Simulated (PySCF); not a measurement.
**Structure elucidation problem**

The spectra below were simulated for a compound C5H9O2PSi.

1H NMR (500 MHz, computed): δ 4.35 (m, 3H), 3.11 (m, 3H), 2.56 (m, 3H).

13C{1H} NMR (computed): δ 220.7 (C), 182.7 (C), 158.4 (C), 40.0 (CH3), 17.9 (CH3).

- PBE0/pcSseg-1 with gauge-including orbitals
- coordinates at the GFN2-xTB level
- program: PySCF 2.14
- relativity neglected, a single conformation, in vacuum, one averaged value for each set of equivalent atoms

References, each an isolated molecule treated in the same way: 1H, 13C vs TMS.

**Question.** Deduce the structure.

**Answer.** 
- 5 carbon signals for 5 carbons: no two carbons are equivalent.
- Carbon types of the structure: 3 × C, 2 × CH3, leaving 3 H on heteroatoms.
- δC 220.7: carbonyl carbon.
- δC 182.7, 158.4: fully substituted alkene carbon.
- δC 40.0: methyl carbon α to a carbonyl; the adjacent C=O deshields it moderately.
- δC 17.9: allylic methyl carbon; a saturated carbon with 1 carbon neighbour and no heteroatom attached.
- δH 4.35: hydrogen on a silicon bonded to C.
- δH 3.11: hydrogen on a methyl carbon α to a carbonyl; α to C=O.
- δH 2.56: hydrogen on an allylic methyl carbon; allylic position.

Structure: SMILES CC(=O)[P@]1(=O)C(C)=C1[SiH3].

This is the structure that produced the data.

Splittings by 31P in the carbon and heteronuclear signals aren't shown, as no couplings were computed. Shifts are as computed. Against solution values, carbons near 30 ppm lie about +3 ppm off and those near 130 ppm about +5 ppm. Of 1211 compounds with measured shifts, 218 miss one by over three times the rms of a fit or turn the order of signals round; such compounds aren't used in these exercises. Multiplicities follow the n + 1 count of equivalent neighbours, as no J values were calculated; m marks all less simple cases, F and P coupling included.
